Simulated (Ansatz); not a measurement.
Relaxation of CH6SSiTe (10 atoms, charge 0, multiplicity 1), to a largest force component of 0.015 eV/Å in at most 40 steps.

These are results of RKS BHLYP/def2-SVP (Ansatz), not measurements.

```xyz
10
Properties=species:S:1:pos:R:3
C -1.137 1.062 -0.668
Te -1.574 -0.980 -0.362
Si 0.540 -1.229 0.864
S 2.301 -0.957 -0.469
H -0.304 1.219 -1.362
H -0.987 1.619 0.291
H -2.044 1.577 -1.153
H 0.672 -2.561 1.456
H 0.649 -0.210 1.992
H 1.966 0.408 -0.587
```

**Question.** Where does it end, and by what steps?

**Answer.** The forces met the threshold. The force dipped under the threshold on the way, but the program's further checks kept it going. After 33 steps the energy has fallen by 0.317 eV; H10 moved furthest, 1.38 Å.

| step | energy less start (eV) | largest force component (eV/Å) | accepted |
| --- | --- | --- | --- |
| 0 | 0.0000 | 2.508 | yes |
| 2 | -0.2719 | 0.395 | yes |
| 4 | -0.2876 | 0.039 | yes |
| 6 | -0.2917 | 0.061 | yes |
| 8 | -0.2917 | 0.067 | no |
| 10 | -0.2908 | 0.358 | no |
| 12 | -0.2945 | 0.156 | yes |
| 14 | -0.2949 | 0.346 | yes |
| 16 | -0.2994 | 0.098 | yes |
| 18 | -0.3010 | 0.204 | yes |
| 20 | -0.3040 | 0.081 | yes |
| 22 | -0.3045 | 0.107 | yes |
| 24 | -0.3085 | 0.184 | yes |
| 26 | -0.3127 | 0.036 | yes |
| 28 | -0.3130 | 0.015 | yes |
| 30 | -0.3151 | 0.176 | yes |
| 32 | -0.3165 | 0.042 | yes |
| 33 | -0.3166 | 0.010 | yes |

```xyz
10
Properties=species:S:1:pos:R:3
C -1.401 1.167 -0.732
Te -1.681 -0.889 -0.107
Si 0.620 -1.136 0.813
S 2.043 -0.707 -0.749
H -0.447 1.250 -1.250
H -1.433 1.826 0.133
H -2.216 1.404 -1.414
H 0.713 -2.527 1.305
H 0.892 -0.205 1.931
H 2.993 -0.234 0.073
```

Whether the end is a true minimum wasn't checked by a vibrational analysis.

The run took 2.3 min on 2 threads of Arm Neoverse V1 (shared host), peak memory 0.26 GiB.
